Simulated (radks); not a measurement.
Task: Radial electron density D(r) = 4 pi r^2 rho(r) of an atom or ion with 9 electrons. Method: scalar-relativistic Kohn-Sham, HCTH/407, spin-polarised, spherical densities, point nucleus; computed with a radial shooting solver on a logarithmic mesh with Libxc functionals.

```
   r/bohr * D(r) (the largest magnitude, 15.8, reaches the edge; | marks zero)
  0.01269 |        *
  0.01431 |          *
    0.016 |            *
   0.0179 |              *
  0.02018 |                 *
  0.02257 |                    *
  0.02525 |                        *
  0.02846 |                            *
  0.03184 |                                *
   0.0359 |                                    *
  0.04015 |                                        *
  0.04491 |                                            *
  0.05063 |                                                *
  0.05664 |                                                   *
  0.06386 |                                                     *
  0.07142 |                                                      *
  0.07989 |                                                      *
  0.09007 |                                                    *
   0.1007 |                                                  *
   0.1127 |                                              *
   0.1271 |                                          *
   0.1421 |                                      *
   0.1602 |                                  *
   0.1792 |                                *
   0.2005 |                               *
    0.226 |                                *
   0.2528 |                                  *
   0.2828 |                                      *
   0.3188 |                                         *
   0.3566 |                                            *
   0.4021 |                                             *
   0.4497 |                                           *
    0.503 |                                        *
   0.5672 |                                  *
   0.6344 |                            *
   0.7153 |                    *
      0.8 |              *
   0.8948 |         *
    1.009 |    *
    1.128 |  *
    1.262 |*
    1.423 |*
    1.592 *
    1.795 *
    2.007 *
    2.245 *
    2.532 *
```

What is the nuclear charge?

Result: Z = 14. The innermost maximum, from 1s, lies near gamma/Z bohr with gamma = sqrt(1 - (Z/c)^2) = 0.995, here 0.0711 bohr (found: 0.0743), and its height grows with Z. The density is that of the silicon ion Si5+ in [He] 2s2 2p5; the configuration itself is not fixed sharply by these data, and Z only to about a unit. D(r) has 2 maxima, at r = 0.0743, 0.399 bohr, and minima at 0.200 bohr, inside which lie 2.22 electrons.
